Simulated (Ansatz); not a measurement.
`CCB(C)F` + HCl → `CCB(F)Cl` + CH₄ at 700 K and 1 bar (ligand exchange at a B–C bond).

Calculated with Ansatz (gas phase, PBE0-D4/def2-TZVP geometries, no zero-point term in ΔE). CCSD(T)/CBS adds triple-zeta CCSD(T) − MP2 to the extrapolated MP2 energy (def2 sets, frozen cores). This one scheme is used for every species. Each species was taken in one conformer, which may not be the lowest.

| species | CCSD(T)/CBS energy (Eh) | H − E (kJ/mol) | S (J/(mol·K)) |
| --- | --- | --- | --- |
| `CCB(C)F` | -243.64137 | 366.4 | 474.6 |
| HCl | -460.38127 | 38.4 | 211.8 |
| `CCB(F)Cl` | -663.59538 | 262.2 | 439.2 |
| CH₄ | -40.46206 | 145.9 | 224.0 |

H − E and S are ideal-gas, rigid-rotor, harmonic terms from PBE0-D4/def2-TZVP, for one conformer and one mirror image of each species. 1 Eh = 2625.50 kJ/mol, R = 8.31446 J/(mol·K).

**Question.** By hand: ΔE, ΔH, ΔS and ΔG.

**Answer.** ΔE = (-663.59538) + (-40.46206) − (-243.64137) − (-460.38127) = -0.03480 Eh = -91.4 kJ/mol. Δ(H − E) = 262.2 + 145.9 − 366.4 − 38.4 = 3.3, so ΔH = -88.1 kJ/mol. ΔS = 439.2 + 224.0 − 474.6 − 211.8 = -23.2 J/(mol·K). ΔG = -88.1 − 700 × (-23.2)/1000 = -71.9 kJ/mol.

**Question.** By hand: the equilibrium constant, and the temperature at which ΔG would vanish if ΔH and ΔS stayed fixed.

**Answer.** log₁₀ K = −ΔG/(RT ln 10) = 5.4. ΔG = 0 at ΔH/ΔS = 3797 K, far beyond where these terms or the molecules hold.

ΔH outweighs TΔS. A doubt of 5 kJ/mol in ΔE shifts log₁₀ K by 0.4 here. Other conformers and mirror images would add mixing entropy, several J/(mol·K) or more a flexible species. Modes under 60 cm⁻¹, often nearly free rotors, make the harmonic entropy too high. These are equilibria of isolated gas molecules and say nothing of rates. Largest T1 diagnostic: 0.011 (customary marks: 0.02 for closed shells, 0.045 for open ones).
